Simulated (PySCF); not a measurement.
Isomers of C3H13NSi3, from PBE0-D3(BJ)/def2-SVP geometry optimisation, gas phase (PySCF). One conformer each, no zero-point energy, no frequencies.

Problem. Which is lower in electronic energy at this level?
A. `[SiH3:1][N:2]([SiH3:3])[CH:4]1[CH2:5][SiH2:6][CH2:7]1` with Si1–N2–C4–C5 -38°, N2–C4–C5–Si6 152°, C4–C5–Si6–C7 -20°, C5–Si6–C7–C4 20°, N2–C4–C7–Si6 -153°: A = 2325, B = 897.7, C = 734.9 MHz, dipole 0.61 D
B. `[SiH3:1][CH2:2][Si@@H:3]1[CH2:4][CH2:5][SiH2:6][NH:7]1` with Si1–C2–Si3–C4 -61°, C2–Si3–C4–C5 -148°, Si3–C4–C5–Si6 36°, C4–C5–Si6–N7 -29°, C5–Si6–N7–Si3 10°: A = 3530, B = 718.7, C = 643.0 MHz, dipole 0.77 D

Solution. B. That is `[SiH3]C[Si@@H]1CC[SiH2]N1`, 44.9 kcal/mol below the other.

```csv
SMILES,mapped SMILES,E (Eh),relative (kcal/mol),relative (kJ/mol),dipole (D)
[SiH3]C[Si@@H]1CC[SiH2]N1,[SiH3:1][CH2:2][Si@@H:3]1[CH2:4][CH2:5][SiH2:6][NH:7]1,-1044.48131,0.0,0.0,0.77
[SiH3]N([SiH3])C1C[SiH2]C1,[SiH3:1][N:2]([SiH3:3])[CH:4]1[CH2:5][SiH2:6][CH2:7]1,-1044.40972,44.9,188.0,0.61
```

As drawn, the lower has an N–H bond, which the higher lacks; the higher has a four-membered ring, which the lower lacks.
